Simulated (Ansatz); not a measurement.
CHNSi, SMILES `N#C[SiH]` (excited triplet) (charge 0, multiplicity 3). This triplet is an excited state, 1.09 eV above the relaxed singlet at the level B3LYP/cc-pVTZ // PBE0-D3(BJ)/def2-TZVP (Ansatz, a program for electronic structure).

Cartesian coordinates (Å):
SMILES: N#C[SiH]
```xyz
4

N      1.9529    -0.2361     0.0224
C      0.8401     0.0150    -0.1844
Si    -0.8546     0.4882    -0.5784
H     -1.9384    -0.2671     0.0935
```
Charge 0, spin multiplicity 3.

Frozen-core energies in cc-pVDZ from Ansatz at a geometry from PBE0-D3(BJ)/def2-TZVP; the HF reference has <S^2> = 2.16 and the T1 diagnostic is 0.038.

| level | energy (Ha) |
|---|---|
| HF | -381.76233 |
| MP2 | -382.08402 |
| CCSD | -382.11604 |
| CCSD(T) | -382.13078 |

Estimate the energies of CCSDT and CCSDT(Q), and give each level's difference from CCSDT(Q).


```
level     energy (Ha)  difference from CCSDT(Q) (mHa)
--------  -----------  ------------------------------
MP2        -382.08402                           49.56
CCSD       -382.11604                           17.54
CCSD(T)    -382.13078                            2.80
CCSDT      -382.13186                            1.72
CCSDT(Q)   -382.13358                            0.00
```
